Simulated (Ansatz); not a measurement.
Species: H3S2, charge 1, multiplicity 1. It need not be the lowest isomer of its formula. 
Geometry from a B3LYP-D3(BJ)/def2-TZVP (Ansatz, a quantum-chemistry and plane-wave program) optimisation:
SMILES: S[SH2+]
```xyz
5

S     -0.8128    -0.1252     0.5607
S      0.8973     0.1229    -0.5928
H     -1.7033    -0.5286    -0.3799
H      1.6348    -0.5812     0.2913
H     -1.2829     1.1466     0.6035
```
Charge +1, spin multiplicity 1.

Basis-set convergence of Hartree-Fock and MP2 correlation energies (hartree) with Ansatz. Correlated levels leave the core frozen unless marked. Spin-orbit coupling is left out. Non-relativistic.

```csv
basis,functions,E(HF),"E(corr, MP2)"
cc-pV(D+d)Z,61,-796.51631,-0.27346
cc-pV(T+d)Z,120,-796.55305,-0.35402
cc-pV(Q+d)Z,218,-796.56086,-0.38390
```

Extrapolating the two largest sets (X = 3 and 4) as X^-3: E(corr) = (64·(-0.38390) - 27·(-0.35402))/37 = -0.4057 Eh, an estimate of the basis-set limit. The largest set recovers 94.6 % of it, the smallest 67.4 %.
